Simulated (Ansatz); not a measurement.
Computed with Ansatz on PBE0-D4/def2-TZVP structures; ΔE is electronic, products minus reactants. CCSD(T)/CBS adds triple-zeta CCSD(T) − MP2 to the extrapolated MP2 energy (def2 sets, frozen cores). Functionals use def2-TZVPP. B3LYP here is the variant with VWN-RPA as its local correlation; programs differ in this. Elements past krypton have def2 core potentials. For Sn outer-core shells are correlated without core-valence functions, which leaves a few kJ/mol of doubt a bond. Each species was taken in one conformer, which may not be the lowest.

Reaction (substitution at a C–Sn bond): `C[O][SnH]([CH3])[OH]` + `O=CCO` → `COCC=O` + `C[O][SnH2][OH]`

```csv
level,ΔE (kJ/mol)
B3LYP,88.7
CCSD/def2-TZVPP,92.2
```

Question: What does CCSD(T)/CBS give? (Estimate.)

Answer: The calculation gave: +100.1 kJ/mol. The listed levels differ from it by -11.4, -7.9 kJ/mol.

Largest T1 diagnostic among the species: 0.014.

In def2-TZVPP, CCSD(T) changes the Hartree–Fock value by +20.6 kJ/mol (the triples alone add +2.5 kJ/mol) and MP2 by +29.7 kJ/mol.
